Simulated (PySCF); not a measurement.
Computed with PBE0/[Ga def2-TZVP, S def2-TZVP, F def2-TZVP], no relativity, density fitting, PySCF. Open shells, if any, are unrestricted.

What shape and geometry does isolated singlet GaSF take (every ligand bound to Ga)?

Counting electrons, gallium keeps none of its valence electrons outside its bonds, so the VSEPR class is AX2 and the expected shape is linear; with unlike ligands the computed point group is C∞v. The lowest minimum found is a singlet of C∞v symmetry with Ga–F 1.716 Å, Ga–S 2.006 Å; F–Ga–S 180.0°. Its harmonic wavenumbers are 146 (π), 520 (σ+), 767 (σ+) cm⁻¹ and its dipole moment is 1.58 D.

This need not be the most stable arrangement of these atoms.
